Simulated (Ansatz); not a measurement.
A run for Ansatz (a first-principles code): R-SVWN5/def2-TZVPP on CH3NO (SMILES CN=O).

Ansatz 0.2 input:
```yaml
crystal:
  periodic: [false, false, false]
  atoms:
    - {symbol: C, position_ang: [-0.43363121, 0.00536338, -0.00536537]}
    - {symbol: N, position_ang: [0.93765898, 0.40231577, 0.38109373]}
    - {symbol: O, position_ang: [1.79958878, -0.23162298, -0.16089890]}
    - {symbol: H, position_ang: [-0.42963956, -0.81417176, -0.72481713]}
    - {symbol: H, position_ang: [-0.95618736, -0.26095695, 0.91642690]}
    - {symbol: H, position_ang: [-0.91778962, 0.89907255, -0.40643921]}
basis:
  gaussian:
    orbitals: def2-TZVPP
hamiltonian:
  xc: {name: SVWN5}
scf: {lower_state_search: off}
```

Program output:

```
WARN ansatz: RAYON_NUM_THREADS=1 ignored (pool sized by the plan → 1); use --threads N
Functional definition: SVWN5
these checks for a lower state are left out or cut short: stability, starts, cluster_reference, orbital_swaps, neighbouring_geometries, increment
integrals: 0.03 GiB planned
663 factors; their error is unknown
mean field: 0.34 GiB planned
mean field evaluation 1: about -4579.3205 eV, gradient 5.5e1 eV
mean field evaluation 2: about -4574.1979 eV, gradient 6.7e1 eV
mean field evaluation 4: about -4585.6369 eV, gradient 4.6e0 eV
mean field evaluation 8: about -4585.6803 eV, gradient 1.9e-1 eV
mean field evaluation 16: about -4585.6616 eV, gradient 2.4e-4 eV
mean field -4585.66160910 eV, -168.5199558614 hartree, gradient 2.3e-6 eV, S^2 0.000000; 0 other end points of the search recorded, 0 dependent functions left out
reference -4585.66163539 eV, -168.5199568273 hartree; 12, 12 occupied and 123, 123 virtual orbitals, 663 factors
Total energy: -4585.66163539 eV, -168.5199568273 hartree
Checks for a lower state left out: stability, starts, cluster_reference, orbital_swaps, neighbouring_geometries, increment
```

The run converged.

Cost: roughly 0.7 core-seconds.
